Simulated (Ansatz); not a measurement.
Gas-phase electronic energies from Ansatz, PBE0-D4/def2-TZVP geometries. CBS: MP2 limit from def2 TZ/QZ plus the TZ coupled-cluster correction, frozen cores. DFT in def2-TZVPP. def2 core potentials past Kr. For Cd, Sb outer-core shells are correlated without core-valence functions, which leaves a few kJ/mol of doubt a bond. Each species was taken in one conformer, which may not be the lowest.

Reaction (cleavage of the Si–Sb bond): `[F][Sb]([SiH3])[SiH3]` + `[OH][Cd][F]` → `[F][Cd][O][SiH3]` + `[F][SbH][SiH3]`

CCSD(T)/CBS gives -66.2 kJ/mol.

(1) Another level gave -66.8 kJ/mol. Which?
A. BLYP-D4/def2-TZVPP
B. CCSD/def2-TZVPP
C. PBE/def2-TZVPP
D. r2SCANh/def2-TZVPP

Largest T1 diagnostic among the species: 0.017.

## Answers

(1) D. r2SCANh -66.8, PBE -47.3, BLYP-D4 -58.8, CCSD/def2-TZVPP -80.6 kJ/mol.

From BLYP to BHLYP (50 % exact exchange), in def2-TZVPP and without D4, ΔE moves by −20.9 kJ/mol. At CCSD(T), def2-SVP lies −12.9 kJ/mol from the extrapolated value and def2-TZVPP −9.5 kJ/mol. Leaving LDA and LC-ωPBE aside and taking each functional with its dispersion term where it has one, the values, not all of them listed here, spread over 35.7 kJ/mol, from BHLYP-D4 to PBE-D4.
